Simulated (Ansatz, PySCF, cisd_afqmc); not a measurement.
System: PbS, charge 0, singlet. PbS (SMILES [S]=[Pb]).
B3LYP-D3(BJ)/def2-TZVP minimum from Ansatz (a quantum-chemistry and plane-wave program):
```xyz
2

Pb     0.0000     0.0000    -0.3764
S      0.0000     0.0000     1.9291
```
Charge 0, spin multiplicity 1.

Atomisation energy term by term, kcal/mol (programs: Ansatz, cisd_afqmc). Radicals and triplets start from unrestricted determinants; spin-orbit coupling is neglected. Cores are frozen in correlated methods (noble-gas shells, and filled d and f shells in the p block). Past Kr the def2 sets carry scalar-relativistic core potentials. The Monte Carlo rows (phaseless AFQMC, CISD trial, step 0.005/hartree) carry one-sigma bars that omit the constraint's bias. Outlying blocks are dropped, and bars are widened where a walk drifts. Over all cases where full CI ran beside it in this data, AFQMC minus full CI had a median of +0.1 mEh and passed +0.4 mEh in a tenth of the cases. CBS(X,Y): correlation extrapolated as X^-3, Hartree-Fock from the larger set. A bracket is a step between two methods taken in the basis named. Spin-orbit terms, left out, reach several kcal/mol for Br and I, and more for heavier atoms. The T1 diagnostic of PbS ([S]=[Pb], singlet) reaches 0.038 in the sets run.

```json
[
 {"term": "Hartree-Fock", "basis": "def2-QZVPP", "kcal/mol": "49.10"},
 {"term": "CCSD correlation", "basis": "CBS(def2-TZVPP,def2-QZVPP)", "kcal/mol": "50.51"},
 {"term": "(T)", "basis": "CBS(def2-TZVPP,def2-QZVPP)", "kcal/mol": "8.14"},
 {"term": "CCSDT(Q) - CCSD(T)", "basis": "def2-QZVPP", "kcal/mol": "0.69"},
 {"term": "CCSDTQ - CCSDT(Q)", "basis": "def2-SVP", "kcal/mol": "-0.21"},
 {"term": "minus zero-point energy", "basis": "harmonic, PySCF's Hessian at B3LYP-D3(BJ)/def2-TZVP", "kcal/mol": "-0.62"},
 {"term": "sum: D0", "basis": "", "kcal/mol": "107.6"}
]
```

The step beyond CCSD(T) by other levels: CCSDTQ in def2-SVP 0.79; AFQMC/CISD in def2-SVP 0.18 ± 0.23; CCSDT(Q) in def2-SVP 1.00; AFQMC/CISD in def2-TZVPP 0.41 ± 0.33; CCSDT(Q) in def2-TZVPP 0.80 kcal/mol.
